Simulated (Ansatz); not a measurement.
Molecule: CH₂I, net charge 0, doublet state. It need not be the lowest isomer of its formula. 
Coordinates optimised at B3LYP-D3(BJ)/def2-TZVP (Ansatz, a quantum-chemistry and plane-wave program):
```
C
H 1 1.0769
H 1 1.0769 2 123.40
I 1 2.0455 2 118.30 3 -180.00
```
Charge 0, spin multiplicity 2.

Basis-set convergence of Hartree-Fock and CCSD(T) correlation energies (hartree) with Ansatz. Correlated levels leave the core frozen unless marked. UHF or UKS for open shells. Spin-orbit coupling is left out. The frozen core is the preceding noble-gas configuration, with the filled d and f shells of earlier blocks. In def2 rows, elements after Kr have scalar-relativistic effective core potentials.

```
basis        functions       E(HF)  E(corr, CCSD(T))
-----------  ---------  ----------  ----------------
def2-SVPD           71  -335.60145          -0.26457
def2-TZVPPD        130  -335.65636          -0.33050
def2-QZVPPD        220  -335.65945          -0.35741
```

Extrapolating the two largest sets (X = 3 and 4) as X^-3: E(corr) = (64·(-0.35741) - 27·(-0.33050))/37 = -0.3770 Eh, an estimate of the basis-set limit. The largest set recovers 94.8 % of it, the smallest 70.2 %.
